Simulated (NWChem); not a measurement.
System: C₄H₆Si; SMILES C#C[SiH2]C=C

NWChem input:

```
start job
memory heap 200 mb stack 900 mb global 1100 mb
geometry units angstroms
  C      2.396602     0.431120     1.204847
  C      1.513266     0.240905     0.411851
  Si     0.147526    -0.060266    -0.802962
  C     -1.379745    -0.556811     0.183120
  C     -2.557708     0.040864     0.106854
  H      3.170738     0.598581     1.898146
  H     -0.096191     1.173311    -1.558697
  H      0.556295    -1.162346    -1.686035
  H     -1.275161    -1.398777     0.858508
  H     -2.724998     0.884620    -0.544202
  H     -3.412676    -0.275958     0.686159
end
basis spherical
  * library def2-svp
end
dft
  xc pbe0
  iterations 150
end
driver
  maxiter 120
end
task dft optimize
task dft freq
```

The level has its own optimisation; frequencies are unscaled. Brackets give each atom's bonded neighbours.

Problem. Predict the main results of this run. (PBE0/def2-SVP.) Quantities: r C–C [C(CH)–C(CSi)] (Å); r C–H [C(CH)–H(C)] (Å); r C–Si [C(CSi)–Si(CCHH)] (Å); r C–Si [C(CHSi)–Si(CCHH)] (Å); highest harmonic frequency (cm⁻¹); lowest (cm⁻¹); zero-point energy (kcal/mol); dipole (D).

Solution. The r C–C [C(CH)–C(CSi)] (Å) is 1.217 and the r C–H [C(CH)–H(C)] (Å) comes out as 1.076. The r C–Si [C(CSi)–Si(CCHH)] (Å) is 1.840 and the r C–Si [C(CHSi)–Si(CCHH)] (Å) is 1.868. The highest harmonic frequency (cm⁻¹) is 3474 and the lowest (cm⁻¹) is 70. The zero-point energy (kcal/mol) is 49.5 and the dipole (D) is 0.74.
